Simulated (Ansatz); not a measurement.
Isolated molecules relaxed with PBE0-D4/def2-TZVP in Ansatz; ΔE leaves out vibrations. CCSD(T)/CBS adds triple-zeta CCSD(T) − MP2 to the extrapolated MP2 energy (def2 sets, frozen cores). Double bonds are as drawn, so ΔE can hold a change between cis and trans. DFT in def2-TZVPP. HSE06 is defined as in plane-wave codes. For Ga outer-core shells are correlated without core-valence functions, which leaves a few kJ/mol of doubt a bond. Scalar relativity is left out up to krypton.

`[CH3][Al]([Cl])[Cl]` + `F/C=[C](/F)[GaH2]` → `[CH3][Al]([Cl])[GaH2]` + `F/C=C(\F)Cl`  (formal exchange of groups at the Al–Cl bond)

```json
{"species": "`[CH3][Al]([Cl])[Cl]`", "HSE06-D4 energy (Eh)": "-1202.46281"}
{"species": "`F/C=[C](/F)[GaH2]`", "HSE06-D4 energy (Eh)": "-2202.06512"}
{"species": "`[CH3][Al]([Cl])[GaH2]`", "HSE06-D4 energy (Eh)": "-2668.11575"}
{"species": "`F/C=C(\\F)Cl`", "HSE06-D4 energy (Eh)": "-736.33656"}
```

**Question.** Work out ΔE.

**Answer.** ΔE = (-2668.11575) + (-736.33656) − (-1202.46281) − (-2202.06512) = 0.07562 Eh = +47.5 kcal/mol. CCSD(T)/CBS gives +52.1 kcal/mol.

Largest T1 diagnostic among the species: 0.013.

Leaving LDA and LC-ωPBE aside and taking each functional with its dispersion term where it has one, the values, not all of them listed here, spread over 7.4 kcal/mol, from PBE-D4 to BHLYP-D4. LDA lies −0.7 kcal/mol from PBE without D4. From PBE to PBE0 (25 % exact exchange), in def2-TZVPP and without D4, ΔE moves by +2.3 kcal/mol.
